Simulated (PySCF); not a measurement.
A calculated (UHF, PySCF 2.14, aug-pcseg-2, no relativity, point nucleus) atom or ion has these occupied shells.

```json
{"shell": "1s", "electrons": "2", "orbital energy (eV)": "-154.34", "rms radius, mean of both spins (bohr)": "0.485"}
```

Q: Name the element and its charge.

A: Be²⁺ (beryllium, charge +2), in 1s2, closed-shell 1S.
